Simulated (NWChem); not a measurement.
All runs are NWChem calculations. System: H₂Cl₂Si, charge 0, spin multiplicity 1, at a geometry optimised with PBE0/def2-SVP. The structure started from a generated list of species. Level: EOM-CCSD/def2-SVPD, 15 core orbitals frozen.

Output (cleaned and shortened):

```
             Northwest Computational Chemistry Package (NWChem) 7.3.0
             --------------------------------------------------------

                                NWChem Input Module
                                -------------------

 Scaling coordinates for geometry "geometry" by  1.889725989
 (inverse scale =  0.529177249)

 Turning off AUTOSYM since
 SYMMETRY directive was detected!

                             Geometry "geometry" -> ""
                             -------------------------

 Output coordinates in angstroms (scale by  1.889725989 to convert to a.u.)

  No.       Tag          Charge          X              Y              Z
 ---- ---------------- ---------- -------------- -------------- --------------
    1 Si                  14.0000     0.00000000     0.00000000     0.76892700
    2 Cl                  17.0000    -1.68395200     0.00000000    -0.41035700
    3 Cl                  17.0000     1.68395200     0.00000000    -0.41035700
    4 H                    1.0000     0.00000000    -1.23302500     1.59358000
    5 H                    1.0000     0.00000000     1.23302500     1.59358000

 Effective nuclear repulsion energy (a.u.)     190.5729454024

            Nuclear Dipole moment (a.u.)
            ----------------------------
        X                 Y               Z
 ---------------- ---------------- ----------------
     0.0000000000     0.0000000000    -0.0000000000

      Symmetry information
      --------------------

 Group name             C2v
 Group number             16
 Group order               4
 No. of unique centers     3

      Symmetry unique atoms

     1    2    4


 Summary of "ao basis" -> "" (spherical)
 ------------------------------------------------------------------------------
       Tag                 Description            Shells   Functions and Types
 ---------------- ------------------------------  ------  ---------------------
 *                         def2-svpd                  on all atoms

 Summary of "ao basis" -> "ao basis" (spherical)
 ------------------------------------------------------------------------------
       Tag                 Description            Shells   Functions and Types
 ---------------- ------------------------------  ------  ---------------------
 Si                        def2-svpd                10       24   5s3p2d
 Cl                        def2-svpd                11       27   5s4p2d
 H                         def2-svpd                 4        8   2s2p
[...]
 --------------------------------------------------------------

 Iteration   1 using    1 trial vectors
   0.4682805098723   0.4349485887812   11.83556     2.2     2.2

 Iteration   2 using    2 trial vectors
   0.1015923380896   0.3444976423842    9.37426     2.3     2.3

 Iteration   3 using    3 trial vectors
   0.0545284997952   0.3370565103830    9.17178     2.2     2.2

 Iteration   4 using    4 trial vectors
   0.0471884575883   0.3317459053962    9.02727     2.2     2.2

 Iteration   5 using    5 trial vectors
   0.0332551862852   0.3277197186865    8.91771     2.3     2.3

 Iteration   6 using    6 trial vectors
   0.0215264009771   0.3267953014752    8.89256     2.5     2.5

 Iteration   7 using    7 trial vectors
   0.0166293514216   0.3262593698321    8.87797     2.2     2.2

 Iteration   8 using    8 trial vectors
   0.0115578962797   0.3259571280721    8.86975     2.4     2.4

 Iteration   9 using    9 trial vectors
   0.0076347895969   0.3259736851481    8.87020     2.4     2.4

 Iteration  10 using   10 trial vectors
   0.0045074184225   0.3258619542181    8.86716     2.3     2.3

 Iteration  11 using   11 trial vectors
   0.0042571488933   0.3258115527931    8.86579     2.6     2.6

 Iteration  12 using   12 trial vectors
   0.0066375789104   0.3258074253677    8.86567     2.5     2.5

 Iteration  13 using   13 trial vectors
   0.0316488982535   0.3253206836536    8.85243     2.5     2.5

 Iteration  14 using   14 trial vectors
   0.1010692469232   0.3062794774233    8.33429     2.7     2.7

 Iteration  15 using   15 trial vectors
   0.0570744742019   0.2996869637293    8.15490     2.7     2.7

 Iteration  16 using   16 trial vectors
   0.0317676915934   0.2954774133292    8.04035     2.7     2.7

 Iteration  17 using   17 trial vectors
   0.0247481461112   0.2949418025031    8.02578     1.9     1.9

 Iteration  18 using   18 trial vectors
   0.0199760253447   0.2942428200964    8.00676     2.3     2.3

 Iteration  19 using   19 trial vectors
   0.0142515855051   0.2935269516365    7.98728     2.0     2.0

 Iteration  20 using   20 trial vectors
   0.0109210242162   0.2935814950689    7.98876     1.7     1.7

 Iteration  21 using   21 trial vectors
   0.0064828008730   0.2932997968115    7.98110     2.1     2.1

 Iteration  22 using   22 trial vectors
   0.0034451327056   0.2933192429546    7.98163     1.9     1.9

 Iteration  23 using   23 trial vectors
   0.0020472718100   0.2933000360300    7.98110     2.1     2.1

 Iteration  24 using   24 trial vectors
   0.0011031450222   0.2932804874156    7.98057     1.7     1.7

 Iteration  25 using   25 trial vectors
   0.0005703625788   0.2932916846483    7.98088     1.9     1.9

 Iteration  26 using   26 trial vectors
   0.0003059268305   0.2932833903193    7.98065     2.0     2.0

 Iteration  27 using   27 trial vectors
   0.0001627373404   0.2932851802647    7.98070     1.9     1.9

 Iteration  28 using   28 trial vectors
   0.0000831875787   0.2932857496196    7.98071     1.9     1.9

 Iteration  29 using   29 trial vectors
   0.0000422749845   0.2932852943905    7.98070     2.5     2.5

 Iteration  30 using   30 trial vectors
   0.0000231251412   0.2932854856057    7.98071     2.1     2.1

 Iteration  31 using   31 trial vectors
   0.0000117786011   0.2932854236097    7.98071     1.8     1.8

 Iteration  32 using   32 trial vectors
   0.0000058542024   0.2932853947650    7.98071     1.9     1.9
 --------------------------------------------------------------
 Iterations converged

 Excited state root  1
 Excitation energy / hartree =        0.293285407243749
                   / eV      =        7.980705386859463

 EOM-CCSD transition moments / hartree
 --------------------------------------------
 X    0.0000000 Y    0.3072026 Z    0.0000000
 Oscillator Strength                0.0184522
 --------------------------------------------

 EOM-CCSD dipole moments / hartree & Debye
 ------------------------------------
   X         0.0000000      0.0000000
   Y         0.0000000      0.0000000
   Z        -0.2875106     -0.7307846
 Total       0.2875106      0.7307846
 ------------------------------------

 Singles contributions
    27a1  (alpha) ---    25b2  (alpha)        0.7569334035
    29a1  (alpha) ---    25b2  (alpha)       -0.3261039877
    32a1  (alpha) ---    25b2  (alpha)       -0.2573372273
    38a1  (alpha) ---    25b2  (alpha)       -0.2663979954
    28b1  (alpha) ---    23a2  (alpha)       -0.1395263763

 Doubles contributions

 Task  times  cpu:      430.1s     wall:      430.1s

 Total times  cpu:      430.2s     wall:      430.2s
```

**Question.** Write an NWChem input that would produce this output.

**Answer.** Several could match; the one computed here: 
```
start mol
memory heap 100 mb stack 700 mb global 1900 mb
geometry units angstroms nocenter noautoz
  Si     0.000000     0.000000     0.768927
  Cl    -1.683952     0.000000    -0.410357
  Cl     1.683952     0.000000    -0.410357
  H      0.000000    -1.233025     1.593580
  H      0.000000     1.233025     1.593580
  symmetry group C2v
end
basis spherical
  * library def2-svpd
end
scf
  rhf
  nopen 0
  maxiter 100
  thresh 1e-7
  semidirect memsize 60000000 filesize 0
end
tce
  freeze core 15
  ccsd
  nroots 1
  2eorb
  2emet 13
  thresh 1e-5
  maxiter 200
  tilesize 24
  dipole
end
task tce energy
```
